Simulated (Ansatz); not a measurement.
Reaction (redistribution): `C[N](C)[Ga]([OH])[Cl]` + `[OH][GaH][SH]` → `[OH][GaH][Cl]` + `C[N](C)[Ga]([OH])[SH]`

Program: Ansatz. Geometries: PBE0-D4/def2-TZVP. ΔE: electronic, gas phase. CCSD(T)/CBS adds triple-zeta CCSD(T) − MP2 to the extrapolated MP2 energy (def2 sets, frozen cores). DFT in def2-TZVPP. B3LYP here is the variant with VWN-RPA as its local correlation; programs differ in this. For Ga outer-core shells are correlated without core-valence functions, which leaves a few kJ/mol of doubt a bond. Scalar relativity is left out up to krypton. Each species was taken in one conformer, which may not be the lowest.

```json
{"level": "PBE-D4", "ΔE (kJ/mol)": "3.6", "difference from CCSD(T)/CBS": "0.1"}
{"level": "r2SCAN-D4", "ΔE (kJ/mol)": "4.0", "difference from CCSD(T)/CBS": "0.5"}
{"level": "PBE0-D4", "ΔE (kJ/mol)": "3.6", "difference from CCSD(T)/CBS": "0.1"}
{"level": "B3LYP-D4", "ΔE (kJ/mol)": "3.4", "difference from CCSD(T)/CBS": "-0.1"}
{"level": "ωB97X-V", "ΔE (kJ/mol)": "3.6", "difference from CCSD(T)/CBS": "0.1"}
{"level": "ωB97M-V", "ΔE (kJ/mol)": "3.1", "difference from CCSD(T)/CBS": "-0.4"}
{"level": "B2PLYP", "ΔE (kJ/mol)": "4.2", "difference from CCSD(T)/CBS": "0.7"}
{"level": "PBE", "ΔE (kJ/mol)": "4.2", "difference from CCSD(T)/CBS": "0.7"}
{"level": "r2SCAN", "ΔE (kJ/mol)": "4.3", "difference from CCSD(T)/CBS": "0.8"}
{"level": "PBE0", "ΔE (kJ/mol)": "4.2", "difference from CCSD(T)/CBS": "0.7"}
{"level": "B3LYP", "ΔE (kJ/mol)": "4.4", "difference from CCSD(T)/CBS": "0.9"}
{"level": "HF/def2-TZVPP", "ΔE (kJ/mol)": "4.1", "difference from CCSD(T)/CBS": "0.6"}
{"level": "MP2/def2-TZVPP", "ΔE (kJ/mol)": "3.9", "difference from CCSD(T)/CBS": "0.4"}
{"level": "SCS-MP2/def2-TZVPP", "ΔE (kJ/mol)": "4.1", "difference from CCSD(T)/CBS": "0.6"}
{"level": "CCSD/def2-TZVPP", "ΔE (kJ/mol)": "4.1", "difference from CCSD(T)/CBS": "0.6"}
{"level": "CCSD(T)/def2-TZVPP", "ΔE (kJ/mol)": "3.8", "difference from CCSD(T)/CBS": "0.3"}
{"level": "HF/def2-QZVPP", "ΔE (kJ/mol)": "4.0", "difference from CCSD(T)/CBS": "0.5"}
{"level": "MP2/def2-QZVPP", "ΔE (kJ/mol)": "3.6", "difference from CCSD(T)/CBS": "0.1"}
{"level": "SCS-MP2/def2-QZVPP", "ΔE (kJ/mol)": "3.8", "difference from CCSD(T)/CBS": "0.3"}
{"level": "HF/CBS(def2)", "ΔE (kJ/mol)": "4.0", "difference from CCSD(T)/CBS": "0.5"}
{"level": "MP2/CBS(def2)", "ΔE (kJ/mol)": "3.5", "difference from CCSD(T)/CBS": "0.0"}
{"level": "CCSD/CBS(def2)", "ΔE (kJ/mol)": "3.7", "difference from CCSD(T)/CBS": "0.2"}
{"level": "CCSD(T)/CBS", "ΔE (kJ/mol)": "3.5", "difference from CCSD(T)/CBS": "0"}
```

Largest T1 diagnostic among the species: 0.014.
